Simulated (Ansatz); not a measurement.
A made-up structure of InH2ClO, closed shell:

O1  (-1.390, 0.132, -0.577)
In2  (1.288, -1.597, 0.930)
Cl3  (0.450, 0.402, 0.067)
H4  (-1.682, -0.775, -0.447)
H5  (1.147, 1.534, 0.035)
(Å)

It is relaxed with PBE-D4/def2-SVP and then PBE0-D4/def2-TZVP (Ansatz 0.2.0). Atoms count as bonded within 1.22 times the sum of their covalent radii (H–H: 0.88 Å). The end point is not checked to be a true minimum.

(1) Does its bonding change? (A judgement: the text doesn't fix the answer.)

## Answers

(1) By the calculation: Yes. Formed: O1–In2; broken: O1–Cl3, In2–Cl3.

Where it ends: The first stage lowers the energy by 5.32 eV in 24 steps. It ends as a complex of InHO ([OH][In]) + HCl:
O1  (-1.292, -0.786, -0.251)
In2  (0.356, -1.790, 0.388)
Cl3  (0.856, 1.515, 0.017)
H4  (-2.130, -1.215, -0.430)
H5  (2.023, 1.971, 0.284)
(Å)

Labels in which every atom is bracketed show which atoms are joined, not bond orders.

For scale, one of the runs: PBE0-D4/def2-TZVP relaxation, 130 basis functions, launched by `ansatz run in.yaml --threads 2 --pin off --events-out ev --progress --plain --max-ram 4352MiB`. The run took about 38 s on 2 CPU threads of an Arm Neoverse V2 (shared host).
